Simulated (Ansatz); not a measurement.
Ansatz results at the PBE0-D4/def2-TZVP geometry: LUMO energy (PBE0/def2-TZVPP) -1.11 eV; HOMO–LUMO gap (ωB97M-V/def2-TZVPP) 9.37 eV; size of the dipole moment (ωB97M-V/def2-TZVPP) 3.81 D.

Each molecule was computed in one conformer, which needn't be the lowest.

Q: Which molecule gave them?
A. `C[O][Zr]([OH])([Cl])[S]C`
B. `[CH3][Zr]([OH])([I])[I]`
C. `C[O][Zr]([NH2])([OH])[F]`
D. `C[O][Zr]([SeH])([SeH])[O]C`

A: D. The others give `C[O][Zr]([OH])([Cl])[S]C`: -0.91, 9.76, 3.40; `[CH3][Zr]([OH])([I])[I]`: -1.97, 9.67, 2.82; `C[O][Zr]([NH2])([OH])[F]`: -0.20, 10.28, 2.71.
